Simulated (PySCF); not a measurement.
C6H11O2: g tensor and hyperfine couplings

Compound: C6H11O2 (doublet state).
Geometry (GFN2-xTB, Å), atoms numbered from 1 in this order:
```
atom  x, y, z in Å
C1     1.3117   -1.4973   -0.0278
C2     0.4503   -0.4898   -0.0244
O3     0.6691    0.7529   -0.5660
C4     1.9110    0.9989   -1.1791
C5    -0.9239   -0.5726    0.6153
C6    -2.0054   -0.2884   -0.4529
C7    -1.0066    0.3636    1.7688
O8    -0.7362    1.6933    1.6248
H9     1.0446   -2.4329    0.4250
H10    2.2932   -1.4422   -0.4622
H11    1.8739    2.0287   -1.5313
H12    2.7346    0.8838   -0.4681
H13    2.0701    0.3289   -2.0288
H14   -1.0654   -1.5878    0.9919
H15   -1.8826    0.7132   -0.8560
H16   -2.9937   -0.3673   -0.0080
H17   -1.9225   -1.0068   -1.2653
H18   -1.5678    0.1304    2.6534
H19   -0.2642    1.8006    0.7833
```

The hyperfine couplings belong to this conformer and change with its torsions.

As a line formula: `C=C(OC)[C@H](C)[CH]O` [radical].

Computed, not measured: UKS B3LYP, pcH-1 on C H O, non-relativistic, mean-field spin-orbit, GIAO in PySCF 2.14.0. The structure is a single GFN2-xTB conformer in the gas phase; no vibrational or solvent corrections. Couplings are sensitive to structure, and on GFN2-xTB geometries they can be far from those on DFT ones. No stability test was run, so a lower SCF solution isn't excluded.

```json
{
  "g1, g2, g3": "2.00209, 2.00316, 2.00431",
  "g_iso": "2.00319",
  "Form of g": "rhombic: the two nearest values differ by 48 % of g3 − g1",
  "⟨S²⟩": "0.7536 (exact 0.7500)",
  "α and β electrons": "32, 31",
  "HOMO–LUMO gap, α and β orbitals": "4.77, 6.20 eV",
  "Basis functions": "310"
}
```

Hyperfine couplings atom by atom, in 10⁻⁴ cm⁻¹; T1 to T3 are the principal values of the dipolar part (1 × 10⁻⁴ cm⁻¹ = 2.998 MHz):

| atom | isotope | a_iso | T1 | T2 | T3 | Mulliken spin population |
| --- | --- | --- | --- | --- | --- | --- |
| C1 | 13C | 0.1 | -0.5 | -0.1 | 0.5 | 0.01 |
| C2 | 13C | 10.1 | -0.9 | -0.9 | 1.8 | 0.01 |
| O3 | 17O | 0.2 | -0.2 | 0.1 | 0.2 | 0.00 |
| C4 | 13C | 0.2 | -0.1 | -0.1 | 0.2 | 0.00 |
| C5 | 13C | -7.5 | -0.6 | -0.4 | 1.0 | -0.04 |
| C6 | 13C | 21.6 | -1.7 | -1.7 | 3.5 | 0.04 |
| C7 | 13C | 39.1 | -25.7 | -25.4 | 51.1 | 0.88 |
| O8 | 17O | -7.3 | -23.2 | 11.2 | 12.0 | 0.14 |
| H9 | 1H | 0.1 | -0.5 | -0.3 | 0.9 | 0.00 |
| H10 | 1H | 0.5 | -0.4 | -0.3 | 0.7 | 0.00 |
| H11 | 1H | 0.0 | -0.3 | -0.2 | 0.5 | 0.00 |
| H12 | 1H | 0.0 | -0.3 | -0.3 | 0.6 | 0.00 |
| H13 | 1H | -0.1 | -0.2 | -0.2 | 0.4 | 0.00 |
| H14 | 1H | 2.4 | -2.1 | -1.3 | 3.4 | 0.00 |
| H15 | 1H | -1.4 | -1.5 | -0.4 | 1.9 | -0.01 |
| H16 | 1H | -0.6 | -1.7 | -0.6 | 2.3 | 0.00 |
| H17 | 1H | 3.9 | -1.1 | -0.5 | 1.6 | 0.01 |
| H18 | 1H | -18.7 | -12.1 | -0.2 | 12.3 | -0.04 |
| H19 | 1H | -3.9 | -4.5 | -3.2 | 7.7 | 0.00 |

The largest Mulliken spin populations are on C7 (+0.88) and O8 (+0.14). No atom but C7 exceeds +0.15. The angles at C7 add up to 357.2°, so it is nearly planar; its axial dipolar tensor and the negative coupling of its proton fit spin in a p orbital normal to that plane.

Axes: g2 points within 15° of the C7–O8 bond and g3 points within 5° of the O8–H19 bond.

Under fast tumbling the dipolar parts average out, and these isotropic splittings remain: 1 × 1H (H18, I = 1/2, 2 lines) with 2.00 mT, 1 × 1H (H19, I = 1/2, 2 lines) with 0.42 mT, 1 × 1H (H14, I = 1/2, 2 lines) with 0.26 mT, 3 × 1H (H15/H16/H17, I = 1/2, 4 lines) with 0.07 mT and 1 × 1H (H10, I = 1/2, 2 lines) with 0.05 mT.

Nuclei that the bonding pattern makes equivalent are averaged, as if the motion that swaps them (rotation, inversion, ring flip) were fast. The three 1H nuclei of mean +1.9 MHz run from -4.2 to 11.8 MHz in the frozen geometry.

The 17O coupling of O8 (-22.0 MHz) shows only in satellite lines or after enrichment, since that isotope makes up about 0.038 % of natural oxygen.

The 13C coupling of C7 (117.2 MHz) shows only in satellite lines or after enrichment, since that isotope makes up about 1.07 % of natural carbon.

The spin density at the nucleus, in bohr⁻³, is negative for C5 (-0.0201), H18 (-0.0126) and H19 (-0.0026), for instance. A restricted open-shell determinant has no negative spin density anywhere; here it arises because α and β orbitals differ (spin polarisation).
